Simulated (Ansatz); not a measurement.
Cartesian coordinates (Å):
```xyz
8

C      2.0714     0.8937     0.6511
C      1.1304     0.1583     0.5076
C      0.0436    -0.7333     0.3497
C     -1.1508    -0.3435    -0.0539
N     -2.2123    -0.0244    -0.5445
H      2.9007     1.5455     0.7722
H      0.1747    -1.7845     0.5821
H     -2.9577     0.2882     0.0756
```
Charge 0, spin multiplicity 1.

All values below come from Ansatz (an electronic-structure program) with frozen-core CCSD(T)/cc-pVTZ // B3LYP-D3(BJ)/def2-TZVP.

The HF energy is -207.62097 Ha and the MP2 correlation energy is -0.80213 Ha.

Task: Estimate the CCSD correlation energy, the (T) correction, the total energy and the T1 diagnostic.

Result: 
```yaml
CCSD correlation energy: -0.81733 Ha
"(T) correction": -0.04445 Ha
CCSD(T) total energy: -208.48275 Ha
T1 diagnostic: 0.015
```
